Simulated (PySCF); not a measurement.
# Reading the logs of faulty runs: AlC2GeH6 cation

These are calculations, not measurements. They come from PySCF 2.14.0, an open-source quantum chemistry program, on an isolated molecule that a program drew, which may never have been made. The molecule is AlC2GeH6 cation (charge +1, singlet), drawn as the SMILES string `C[C]([AlH+])=[GeH2]`.

Each row is a Hartree-Fock (HF) and frozen-core CCSD(T) single point in the cc-pV(D+d)Z basis, meant for a local HF minimum. Run 1 is clean. Each other run has one planted mistake out of seven kinds, and not every kind appears here: one electron removed, one electron added, multiplicity raised by two, geometry at a saddle point, minimal basis STO-3G, one bond length entered in bohr, all coordinates scaled. The reference is restricted for singlets and unrestricted otherwise, and also for a bond in bohr. Adding or removing an electron swaps singlet and doublet. Electrons count all cores. HOMO and LUMO are orbital energies over both spins, the gradient is its largest component, and the lowest frequency (negative if imaginary) is given only where the gradient is small. Bond lengths are over the 9 bonds as drawn. T1 is the CCSD diagnostic: over 0.02 (restricted) or 0.045 (unrestricted) a single reference is doubtful. Germanium has the cc-pVDZ-PP basis, with a core potential (ECP10MDF) in place of its 10 inner electrons, and its 3s, 3p and 3d shells are frozen in CCSD(T).

Geometry of the clean run:
```xyz
10
AlC2GeH6 cation, angstrom
C     0.4081   -1.5539   -2.5289
C    -0.0999   -1.5506   -1.0781
Al   -0.5737   -3.0542   -0.1130
Ge   -0.2817   -0.0065   -0.1622
H    -0.3308   -1.9820   -3.2077
H     0.6216   -0.5440   -2.8804
H     1.3289   -2.1306   -2.6262
H    -0.9902   -4.2574    0.7651
H    -0.7868   -0.0410    1.2709
H     0.0441    1.3511   -0.7434
```

| run | electrons | basis functions | <S^2> | HOMO (eV) | LUMO (eV) | gradient (hartree/bohr) | lowest frequency (cm^-1) | mean bond (Å) | longest bond (Å) | T1 | HF (hartree) | CCSD(T) (hartree) | mistake |
|---|---|---|---|---|---|---|---|---|---|---|---|---|---|
| 1 | 62 | 104 | 0.000 | -13.33 | -3.78 | 3.6e-05 | 103 | 1.4490 | 1.848 | 0.0140 | -614.21971 | -614.70365 | no fault |
| 2 | 62 | 104 | 2.025 | -10.62 | -5.26 | 9.9e-02 | - | 1.4490 | 1.848 | 0.0231 | -614.14373 | -614.59573 | multiplicity raised by two |
| 3 | 62 | 104 | 0.000 | -12.95 | -3.86 | 3.0e-02 | - | 1.5185 | 1.937 | 0.0156 | -614.19965 | -614.69449 | all coordinates scaled |
| 4 | 63 | 104 | 1.097 | -5.17 | 0.92 | 3.0e-02 | - | 1.4490 | 1.848 | 0.0399 | -614.38644 | -614.88192 | ? |

**Which mistake was planted in run 4, and what did it cost?**

It counts 63 electrons, one more than the clean run, at the same geometry and basis. So the mistake is: one electron added. Subtracting run 1 and multiplying by 627.51 kcal/mol a hartree, the energy moved by -104.6 kcal/mol in HF and -111.9 kcal/mol in CCSD(T).

